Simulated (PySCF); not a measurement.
Ti (titanium, neutral) across methods

[Ar] 3d3 4s1, 4s spin antiparallel (an excited configuration). Calculation: PySCF 2.14, in x2c-QZVPPall; scalar relativity by spin-free X2C-1e. The B2PLYP total includes its PT2 part (frozen core); its orbital energies are those of the SCF part.

```csv
method,E (hartree),mean ε 3p β (eV),mean ε 3d α (eV),mean ε 4s β (eV),Σ⟨r²⟩ (bohr²),⟨S²⟩
B2PLYP,-853.445,-38.237,-4.944,-4.291,43.56,3.001
PBE,-853.473,-33.879,-2.420,-3.472,44.03,3.000
CAM-B3LYP,-853.742,-37.441,-4.992,-4.863,43.08,3.001
LDA,-851.608,-33.948,-2.484,-3.617,43.53,3.000
PBE0,-853.498,-36.115,-3.674,-3.941,43.54,3.001
r2SCAN,-853.659,-34.356,-2.599,-3.617,44.00,3.001
UHF,-852.70801,-41.899,-7.456,-4.820,45.17,3.002
r2SCAN0,-853.643,-36.447,-3.884,-4.083,43.58,3.001
LC-wPBE,-853.527,-38.674,-6.339,-5.525,43.47,3.001
```

With the s spin flipped the determinant is a mixture of two multiplicities, not a spectroscopic state.
